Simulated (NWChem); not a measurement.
Molecule: TiO2; SMILES [O]=[Ti]=[O]

```xyz
3

Ti     0.0000     0.0000     0.3963
O      1.3256     0.0000    -0.5271
O     -1.3256     0.0000    -0.5271
```
Atoms are numbered in this order, from 1.

The geometry was optimised at PBE0/def2-SVP.

Give the principal values of the shielding tensors (ppm) of Ti1, O2 from B3LYP/pcSseg-2, GIAO (NWChem), with their diamagnetic and paramagnetic parts as GIAO splits them.


```
atom      σ11     σ22    σ33  isotropic  diamagnetic  paramagnetic
----  -------  ------  -----  ---------  -----------  ------------
Ti1    -749.3  -408.7  215.6     -314.1       1610.8       -1925.0
O2    -2117.2  -873.3  146.8     -947.9        399.6       -1347.5
```
